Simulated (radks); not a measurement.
Values are calculated unless marked as measured or tabulated.
Nb II, configuration [Kr] 4d4 (the NIST ground configuration).

Level of theory: scalar-relativistic Kohn-Sham, PBE, spin-polarised, spherical densities, finite nucleus; open shells are filled with parallel spins first (spin-orbit coupling, left out, can overturn this in heavy ions); Fermi nuclear charge, rms radius 4.324 fm (a radial shooting solver on a logarithmic mesh with Libxc functionals).

Energy parts (eV):
total: -103931.551
kinetic: 107008.556
electron-nucleus: -250150.320
Hartree: 42439.084
exchange-correlation: -3228.872

Orbitals (lengths in bohr, moments of r in powers of bohr):
| orbital | occ. | eigenvalue (eV) | <r> |
|---|---|---|---|
| 1s down | 1 | -18814.01 | 0.03609 |
| 1s up | 1 | -18813.99 | 0.03609 |
| 2s up | 1 | -2636.824 | 0.1581 |
| 2s down | 1 | -2636.493 | 0.1580 |
| 2p up | 3 | -2355.079 | 0.1377 |
| 2p down | 3 | -2354.837 | 0.1377 |
| 3s up | 1 | -444.9368 | 0.4432 |
| 3s down | 1 | -444.7666 | 0.4432 |
| 3p up | 3 | -352.8463 | 0.4458 |
| 3p down | 3 | -352.6557 | 0.4458 |
| 3d up | 5 | -202.3424 | 0.4331 |
| 3d down | 5 | -202.0398 | 0.4330 |
| 4s up | 1 | -65.3389 | 1.165 |
| 4s down | 1 | -63.3202 | 1.155 |
| 4p up | 3 | -41.6483 | 1.310 |
| 4p down | 3 | -39.3230 | 1.298 |
| 4d up | 4 | -10.1500 | 2.032 |
| 4d down | 0 | -7.4839 | 2.071 |

The highest occupied level is 4d up at -10.150 eV. The electron density at the nucleus is 8.406e+04 e/bohr^3 (large components only). For comparison, the ionisation energy in NIST's Atomic Spectra Database is 14.320 eV (semi-empirical). In exact Kohn-Sham theory the highest level is minus the ionisation energy, but local and semilocal functionals leave it too shallow, through self-interaction and a potential that decays too fast; potentials with the right tail come closer. Summed over all electrons, <r^2> = 39.22 bohr^2, which gives a Langevin (diamagnetic) susceptibility term of -31.1 x 10^-6 cm^3/mol. The spin density at the nucleus is -3.017 e/bohr^3 (1s -0.003, 2s -0.594, 3s 0.376, 4s -2.795). Spin moment in Bohr magnetons: 4.
